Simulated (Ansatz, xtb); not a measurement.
Pair of molecules: selenium dioxide (SMILES O=[Se]=O) (first 3 atoms) with C2H4 (SMILES C=C); geometry from B3LYP-D3(BJ)/def2-TZVP, rigid monomers moved along the line of their centres of mass till Se2···C4 is 3.65 Å.
(charge 0, multiplicity 1):
```xyz
9

O      1.1723    -0.9372     1.0497
Se    -0.2747    -0.3014     1.3751
O     -0.3172     1.3035     1.2132
C      0.6673    -0.2220     4.8964
C     -0.5913     0.1656     5.0773
H      0.9920    -1.2307     5.1201
H      1.4216     0.4561     4.5166
H     -0.9116     1.1749     4.8497
H     -1.3448    -0.5113     5.4617
```

Interaction energies are E(AB) − E(A) − E(B) at the monomers' geometry in the complex; basis-set methods are counterpoise corrected.

Programs: Ansatz (a first-principles code) with Gaussian orbitals; xtb for the GFN methods. Each number belongs to the level named beside it.

Problem. One of these levels gives -2.64 kcal/mol for the interaction energy. Which?
A. GFN-FF
B. GFN2-xTB
C. HF/aug-cc-pVDZ
D. GFN1-xTB

Solution. D, GFN1-xTB. The others give -1.25 (GFN-FF), -4.73 (GFN2-xTB), -2.01 (HF/aug-cc-pVDZ)
